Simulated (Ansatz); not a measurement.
Isolated molecules relaxed with PBE0-D4/def2-TZVP in Ansatz; ΔE leaves out vibrations. CBS: MP2 limit from def2 TZ/QZ plus the TZ coupled-cluster correction, frozen cores. This one scheme is used for every species. Functionals use def2-TZVPP. B3LYP here is the variant with VWN-RPA as its local correlation; programs differ in this. Each species was taken in one conformer, which may not be the lowest.

Consider the ligand exchange at the Si–F bond: `OCO[SiH2]F` + H₂S → `OCO[SiH2]S` + H–F.

Q: Is it downhill or uphill in electronic energy at CCSD(T)/CBS, and by how much? (Best estimate.)

A: The calculation gave: Uphill: ΔE = +79.0 kJ/mol.

Q: What do these levels give: r2SCAN-D4, PBE0-D4, B3LYP-D4, ωB97M-V, PBE, B3LYP, MP2/def2-TZVPP, CCSD/def2-TZVPP, CCSD(T)/def2-TZVPP, HF/def2-QZVPP, HF/CBS(def2), MP2/CBS(def2)? (An estimate is asked.)

A: The calculation gave: r2SCAN-D4 80.8, PBE0-D4 69.9, B3LYP-D4 84.2, ωB97M-V 82.6, PBE 73.8, B3LYP 94.5, MP2/def2-TZVPP 77.3, CCSD/def2-TZVPP 87.1, CCSD(T)/def2-TZVPP 82.3, HF/def2-QZVPP 111.5, HF/CBS(def2) 111.9, MP2/CBS(def2) 74.0 kJ/mol.

Largest T1 diagnostic among the species: 0.012.

In def2-TZVPP, CCSD(T) changes the Hartree–Fock value by −26.6 kJ/mol (the triples alone add −4.9 kJ/mol) and MP2 by −31.6 kJ/mol. The D4 term adds −10.2 kJ/mol with B3LYP and −5.6 kJ/mol with PBE0; it sums over pairs of atoms, weighted by their polarisabilities, and B3LYP, whose exchange is more repulsive, gets the larger term.
